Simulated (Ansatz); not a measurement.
`O[Si](O)(F)[SiH2]Cl`, relaxed with RKS PBE0-D4/def2-TZVP in the Gaussian-basis code of Ansatz from a GFN2-xTB geometry. The force threshold is 0.005 eV/Å; the program also tests the step.

The species carries charge 0 and has multiplicity 1.

Start:

```xyz
10

O    -0.211   -0.693    1.783
Si   -0.267   -0.645    0.178
O    -1.819   -0.719   -0.282
F     0.383   -2.020   -0.387
Si    0.947    1.210   -0.349
Cl    1.018    1.493   -2.351
H    -0.686   -1.351    2.287
H    -2.076   -0.854   -1.190
H     0.371    2.440    0.205
H     2.339    1.139    0.104
```

```csv
step,energy (eV),largest force (eV/Å),largest move (Å)
1,-35146.5432,1.390,0.000
2,-35146.6242,0.901,0.121
3,-35146.6503,0.600,0.041
4,-35146.6604,0.228,0.030
5,-35146.6652,0.093,0.067
6,-35146.6654,0.422,0.059
7,-35146.6703,0.037,0.064
8,-35146.6704,0.036,0.002
9,-35146.6711,0.029,0.047
10,-35146.6712,0.084,0.044
11 (rejected),-35146.6711,0.083,0.031
12 (rejected),-35146.6711,0.062,0.015
13,-35146.6714,0.023,0.007
14,-35146.6715,0.005,0.007
15,-35146.6715,0.007,0.009
16,-35146.6715,0.004,0.004
```

End:

```xyz
10

O    -0.286   -0.787    1.870
Si   -0.227   -0.685    0.252
O    -1.758   -0.677   -0.313
F     0.525   -1.947   -0.376
Si    0.981    1.224   -0.335
Cl    0.731    1.441   -2.378
H    -0.950   -1.347    2.279
H    -1.897   -0.774   -1.257
H     0.446    2.443    0.318
H     2.434    1.109   -0.060
```

Run time 69 s (4 threads of an Arm Neoverse V2 on a shared host); peak host memory 0.72 GiB.
